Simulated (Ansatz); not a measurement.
`CO[SiH](S)Cl` + `[CH3][W](=[O])([F])=[S]` → `CO[SiH](F)S` + `[CH3][W](=[O])(=[S])[Cl]`  (redistribution)

Gas-phase electronic energies from Ansatz, PBE0-D4/def2-TZVP geometries. CBS: MP2 limit from def2 TZ/QZ plus the TZ coupled-cluster correction, frozen cores. Functionals use def2-TZVPP. def2 core potentials past Kr. For W outer-core shells are correlated without core-valence functions, which leaves a few kJ/mol of doubt a bond. Each species was taken in one conformer, which may not be the lowest.

| level | ΔE (kJ/mol) |
| --- | --- |
| revPBE-D4 | -34.3 |
| ωB97M-V | -42.3 |
| PBE | -37.6 |
| r2SCANh | -45.4 |
| BHLYP | -51.9 |
| MP2/def2-TZVPP | -68.7 |
| HF/CBS(def2) | -55.3 |
| CCSD/CBS(def2) | -53.2 |

(1) What does CCSD(T)/CBS give? (Best estimate.)

Largest T1 diagnostic among the species: 0.023, so the coupled-cluster value is less sure than usual.

Answers

(1) The calculation gave: -54.2 kJ/mol. The listed levels differ from it by 19.9, 11.9, 16.6, 8.8, 2.3, -14.5, -1.1, 1.0 kJ/mol.

From r2SCAN to r2SCAN0 (25 % exact exchange), in def2-TZVPP and without D4, ΔE moves by −4.3 kJ/mol. Leaving LDA and LC-ωPBE aside and taking each functional with its dispersion term where it has one, the values, not all of them listed here, spread over 20.3 kJ/mol, from B2PLYP to revPBE-D4. LDA lies −3.9 kJ/mol from PBE without D4. At CCSD(T), def2-SVP lies +10.2 kJ/mol from the extrapolated value and def2-TZVPP −1.0 kJ/mol.
